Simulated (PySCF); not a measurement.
## Bond length, frequency and bond energy of GaB⁻ by level of theory

State: ⁴Σ⁻ (quartet), unpaired electrons σ ↑, π ↑↑. Set-up: PySCF, scalar-relativistic core potentials, basis sets Ga aug-cc-pVDZ-PP with ECP10, B aug-cc-pVDZ. De refers to Ga⁻ + B in their high-spin ground configurations, without counterpoise correction. The functionals are run spin-unrestricted. A positive dipole points towards B; it is taken about the centre of mass and depends on that origin.

```tsv
Level	Re (Å)	ωe (cm⁻¹)	De (eV)	μ (D)	CPU s a point (SCF and correlation, without the integrals)
UHF-MP2	2.107	514	n/a	n/a	0.3
UHF-SCS-MP2	2.104	524	n/a	n/a	n/a
UHF-CCSD	2.102	512	n/a	n/a	n/a
UHF-CCSD(T)	2.109	505	2.85	n/a	11
PBE	2.104	490	3.30	-3.83	0.68
BP86	2.107	484	3.20	-3.82	0.44
r²SCAN	2.075	524	3.30	-3.48	1
PBE0	2.083	520	3.15	-3.87	1.1
BHandHLYP	2.077	528	n/a	-3.94	0.58
B2PLYP	2.095	510	2.91	-3.95	0.69
```

The bond length runs from 2.075 Å (r²SCAN) to 2.109 Å (UHF-CCSD(T)). De spans 2.85 eV (UHF-CCSD(T), coupled cluster) to 3.30 eV (r²SCAN, meta-GGA).

Correlated steps freeze 5 core orbitals. Correlated levels converge slowly with the basis: in double zeta they bind strong bonds too weakly, by up to about 1 eV, and carry superposition errors of some tenths. Spin–orbit coupling is left out. For an ion De counts to the pair picked by the measured ionisation energies or electron affinities, which need not be the lowest pair at this level. The highest Kohn–Sham level is positive in this anion. Much of that is self-interaction error, but it also means that the finite basis helps to hold the extra electron. B2PLYP dipoles, levels and charges come from its SCF part alone. The state was picked by a PBE0 search and need not be the measured ground state.

The whole job (state search and all levels along the bond) took about 3 min on 1 thread of Arm Neoverse V2 (shared host), peak memory 0.72 GiB.
